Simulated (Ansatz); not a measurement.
`CNB(F)[SiH2]Cl` + `CN[SiH3]` → `CN[SiH2]Cl` + `CNB(F)[SiH3]`  (redistribution)

Computed with Ansatz on PBE0-D4/def2-TZVP structures; ΔE is electronic, products minus reactants. CCSD(T)/CBS is the MP2 limit (def2-TZVPP, def2-QZVPP) plus CCSD(T) − MP2 in def2-TZVPP, frozen cores. DFT in def2-TZVPP. B3LYP here is the variant with VWN-RPA as its local correlation; programs differ in this. One conformer a species, not always the lowest.

Is it downhill or uphill in electronic energy at CCSD(T)/CBS, and by how much? (Estimate.)

The calculation gave: Downhill: ΔE = -3.1 kcal/mol.

What do these levels give: PBE-D4, PBE0-D4, B3LYP-D4, ωB97X-V, B2PLYP, PBE, r2SCAN, PBE0, MP2/def2-TZVPP, SCS-MP2/def2-TZVPP, CCSD/def2-TZVPP, CCSD/CBS(def2)? (Best estimate.)

Ansatz gave: PBE-D4 -3.6, PBE0-D4 -3.4, B3LYP-D4 -3.1, ωB97X-V -3.1, B2PLYP -3.1, PBE -3.6, r2SCAN -3.4, PBE0 -3.3, MP2/def2-TZVPP -3.1, SCS-MP2/def2-TZVPP -2.8, CCSD/def2-TZVPP -3.1, CCSD/CBS(def2) -3.0 kcal/mol.

Largest T1 diagnostic among the species: 0.013.
